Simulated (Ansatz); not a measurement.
Species: SiH₂BrCl, charge 0, singlet. SiH2BrCl (bromo(chloro)silane, SMILES [SiH2](Cl)Br).
B3LYP-D3(BJ)/def2-TZVP minimum from Ansatz (a first-principles code):
```
Si
H 1 1.4703
H 1 1.4703 2 112.72
Cl 1 2.0526 2 108.52 3 -120.23
Br 1 2.2211 2 108.31 3 119.83
```

Total energies in hartree (Ansatz). Radicals and triplets start from unrestricted determinants; spin-orbit coupling is neglected. Cores are frozen in correlated methods (noble-gas shells, and filled d and f shells in the p block). No relativity. For partners of very few electrons the exact lower level stands in for a higher one. Spin-orbit terms, left out, reach several kcal/mol for Br and I, and more for heavier atoms.

```csv
species,HF/def2-TZVPP,CCSD(T)/def2-TZVPP,HF/def2-QZVPP,CCSD(T)/def2-QZVPP,CCSD(T)/def2-SVP,CCSDT(Q)/def2-SVP
"1: SiH2BrCl (bromo(chloro)silane, SMILES Cl[SiH2]Br)",-3322.13840,-3322.67436,-3322.20978,-3322.79379,-3321.95113,-3321.95258
2: Si (triplet),-288.85084,-288.92770,-288.85873,-288.93839,-288.81556,-288.81596
3: Cl (doublet),-459.47685,-459.66464,-459.48954,-459.69535,-459.44599,-459.44629
4: Br (doublet),-2572.39810,-2572.55635,-2572.44770,-2572.62201,-2572.19581,-2572.19614
5: H (doublet),-0.49981,-0.49981,-0.49998,-0.49998,-0.49928,-0.49928
```

Question: Work out the atomisation energy (electronic, to ground-state atoms) in kcal/mol: take Hartree-Fock from def2-QZVPP, extrapolate the CCSD(T) correlation energy as X^-3 (X = 3, 4), and add CCSDT(Q) - CCSD(T) in def2-SVP. 1 hartree = 627.51 kcal/mol.

Answer: 
Species 1: correlation (64·(-0.58401) - 27·(-0.53596))/37 = -0.61907; step -0.00145; E1 = -3322.20978 + (-0.61907) + (-0.00145) = -3322.83030
Species 2: correlation (64·(-0.07966) - 27·(-0.07686))/37 = -0.08170; step -0.00040; E2 = -288.85873 + (-0.08170) + (-0.00040) = -288.94083
Species 3: correlation (64·(-0.20581) - 27·(-0.18779))/37 = -0.21896; step -0.00030; E3 = -459.48954 + (-0.21896) + (-0.00030) = -459.70880
Species 4: correlation (64·(-0.17431) - 27·(-0.15825))/37 = -0.18603; step -0.00033; E4 = -2572.44770 + (-0.18603) + (-0.00033) = -2572.63406
Species 5: correlation (64·(0.00000) - 27·(0.00000))/37 = 0.00000; step +0.00000; E5 = -0.49998 + (0.00000) + (+0.00000) = -0.49998
-1·E1 +1·E2 +1·E3 +1·E4 +2·E5 = 0.54665 hartree = 343.0 kcal/mol.
